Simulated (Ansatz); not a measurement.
`[CH3][AlH][SiH3]` + `CCC(=O)CC(C)=O` → `[CH3][AlH][SiH2]C` + `CC(=O)CC(C)=O`  (formal exchange of groups at the Si–H bond)

Isolated molecules relaxed with PBE0-D4/def2-TZVP in Ansatz; ΔE leaves out vibrations. CBS: MP2 limit from def2 TZ/QZ plus the TZ coupled-cluster correction, frozen cores. Functionals use def2-TZVPP. B3LYP here is the variant with VWN-RPA as its local correlation; programs differ in this. One conformer a species, not always the lowest.

`[CH3][AlH][SiH3]`:

Z-matrix (Å, degrees):
```
C
Al 1 1.953
H 1 1.092 2 113.7
H 1 1.096 2 110.5 3 -121.7
H 1 1.096 2 110.2 3 121.3
Si 2 2.461 1 120.6 3 -1.5
H 2 1.593 1 118.9 3 178.7
H 6 1.490 2 114.1 1 179.6
H 6 1.494 2 110.9 1 58.4
H 6 1.494 2 110.7 1 -59.3
```

`CCC(=O)CC(C)=O`:

```xyz
18

C     0.939    2.557   -0.588
C     0.930    1.074   -0.883
C    -0.369    0.394   -0.554
O    -1.353    0.984   -0.186
C    -0.364   -1.125   -0.658
C    -0.019   -1.665    0.723
C    -1.175   -1.875    1.652
O     1.128   -1.862    1.038
H     0.765    2.745    0.472
H     1.899    2.999   -0.862
H     0.151    3.070   -1.142
H     1.719    0.537   -0.340
H     1.134    0.871   -1.942
H     0.397   -1.467   -1.359
H    -1.359   -1.449   -0.964
H    -1.815   -0.988    1.652
H    -0.821   -2.098    2.656
H    -1.786   -2.705    1.284
```

`[CH3][AlH][SiH2]C`:

Z-matrix (Å, degrees):
```
C
Al 1 1.956
H 1 1.096 2 110.5
H 1 1.092 2 113.7 3 121.6
H 1 1.096 2 110.3 3 -117.0
Si 2 2.462 1 122.0 3 -122.8
H 2 1.595 1 118.2 3 57.2
C 6 1.886 2 114.1 1 -0.4
H 6 1.496 2 109.7 1 121.9
H 6 1.496 2 109.8 1 -122.8
H 8 1.092 6 110.8 2 -59.9
H 8 1.092 6 111.1 2 179.9
H 8 1.092 6 110.8 2 59.7
```

`CC(=O)CC(C)=O`:

Z-matrix (Å, degrees):
```
C
C 1 1.498
H 1 1.094 2 109.7
H 1 1.094 2 109.3 3 116.7
H 1 1.088 2 110.5 3 -122.5
O 2 1.205 1 123.4 3 129.2
C 2 1.523 1 115.8 3 -48.4
C 7 1.523 2 107.0 1 89.1
H 7 1.090 2 111.0 1 -28.8
H 7 1.090 2 108.2 1 -151.2
C 8 1.498 7 115.8 2 89.1
O 8 1.205 7 120.7 2 -88.5
H 11 1.094 8 109.3 7 68.3
H 11 1.094 8 109.7 7 -48.4
H 11 1.088 8 110.5 7 -170.9
```

| level | ΔE (kcal/mol) | difference from CCSD(T)/CBS |
| --- | --- | --- |
| PBE-D4 | -7.8 | -0.4 |
| r2SCAN-D4 | -7.9 | -0.5 |
| PBE0-D4 | -7.6 | -0.2 |
| B3LYP-D4 | -7.6 | -0.2 |
| ωB97X-V | -7.0 | 0.4 |
| ωB97M-V | -7.6 | -0.2 |
| B2PLYP | -7.6 | -0.2 |
| PBE | -7.9 | -0.5 |
| r2SCAN | -8.0 | -0.6 |
| PBE0 | -7.7 | -0.3 |
| B3LYP | -7.7 | -0.3 |
| HF/def2-TZVPP | -6.6 | 0.8 |
| MP2/def2-TZVPP | -7.6 | -0.2 |
| SCS-MP2/def2-TZVPP | -7.1 | 0.3 |
| CCSD/def2-TZVPP | -6.9 | 0.5 |
| CCSD(T)/def2-TZVPP | -6.9 | 0.5 |
| HF/def2-QZVPP | -6.6 | 0.8 |
| MP2/def2-QZVPP | -7.9 | -0.5 |
| SCS-MP2/def2-QZVPP | -7.4 | 0.0 |
| HF/CBS(def2) | -6.7 | 0.7 |
| MP2/CBS(def2) | -8.0 | -0.6 |
| CCSD/CBS(def2) | -7.3 | 0.1 |
| CCSD(T)/CBS | -7.4 | 0 |

Largest T1 diagnostic among the species: 0.015.
